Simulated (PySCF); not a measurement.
# Reading the logs of faulty runs: BCH7Si2

These are calculations, not measurements. The program is PySCF 2.14.0, an open-source quantum chemistry code, run on an isolated molecule that a program drew, which may never have been made. The molecule is BCH7Si2 (charge 0, singlet), drawn as the SMILES string `C[SiH2]B[SiH]`.

Each row is a Hartree-Fock (HF) and frozen-core CCSD(T) single point in the cc-pV(D+d)Z basis, meant for a local HF minimum. Run 1 is clean. Each other run has one planted mistake out of seven kinds, and not every kind appears here: one electron removed, one electron added, multiplicity raised by two, geometry at a saddle point, minimal basis STO-3G, one bond length entered in bohr, all coordinates scaled. The reference is restricted for singlets and unrestricted otherwise, and also for a bond in bohr. Adding or removing an electron swaps singlet and doublet. Electrons count all cores. HOMO and LUMO are orbital energies over both spins, the gradient is its largest component, and the lowest frequency (negative if imaginary) is given only where the gradient is small. Bond lengths are over the 10 bonds as drawn. T1 is the CCSD diagnostic: over 0.02 (restricted) or 0.045 (unrestricted) a single reference is doubtful.

Geometry of the clean run:
```xyz
11
BCH7Si2, angstrom
C    -0.8468   -1.3730    0.9776
Si    0.1059    0.1698    0.4497
B     2.1271    0.0917    0.7589
Si    3.1496   -1.3604    1.6726
H    -1.9160   -1.2560    0.7820
H    -0.7224   -1.5674    2.0470
H    -0.5022   -2.2551    0.4297
H    -0.4177    1.3440    1.2008
H    -0.1333    0.4155   -0.9981
H     2.7438    1.0481    0.3565
H     3.3372   -2.0689    0.3390
```

| run | electrons | basis functions | <S^2> | HOMO (eV) | LUMO (eV) | gradient (hartree/bohr) | lowest frequency (cm^-1) | mean bond (Å) | longest bond (Å) | T1 | HF (hartree) | CCSD(T) (hartree) | mistake |
|---|---|---|---|---|---|---|---|---|---|---|---|---|---|
| 1 | 46 | 109 | 0.000 | -8.66 | 0.57 | 1.1e-05 | 55 | 1.4919 | 2.046 | 0.0172 | -644.41699 | -644.91577 | no fault |
| 2 | 46 | 109 | 0.000 | -8.71 | 0.34 | 4.6e-02 | - | 1.6053 | 2.202 | 0.0164 | -644.37426 | -644.88054 | all coordinates scaled |
| 3 | 46 | 35 | 0.000 | -5.86 | 6.03 | 3.2e-02 | - | 1.4919 | 2.046 | 0.0131 | -636.97772 | -637.19856 | minimal basis STO-3G |
| 4 | 46 | 109 | 2.030 | -7.82 | 0.05 | 2.4e-02 | - | 1.4919 | 2.046 | 0.0195 | -644.39066 | -644.86708 | multiplicity raised by two |
| 5 | 46 | 109 | 1.246 | -8.77 | 0.79 | 3.8e-02 | - | 1.6599 | 3.569 | 0.0556 | -644.30594 | -644.77473 | ? |

**Which mistake was planted in run 5, and what did it cost?**

The mean bond changes by a factor of 1.113 and the longest by 1.744, so the molecule wasn't scaled as a whole. A length L in bohr read as angstrom grows by (1/0.5292 - 1) L = 0.890 L. The 10 bonds together grew by 10 x 0.1680 = 1.680 Å, which gives L = 1.888 Å. That is bond C1-Si2, 1.889 Å in the clean geometry. So the mistake is: one bond length entered in bohr. Subtracting run 1 and multiplying by 627.51 kcal/mol a hartree, the energy moved by 69.7 kcal/mol in HF and 88.5 kcal/mol in CCSD(T).

Cautions from the logs. Run 5: T1 is over the limit, so its CCSD(T) energy is less reliable.
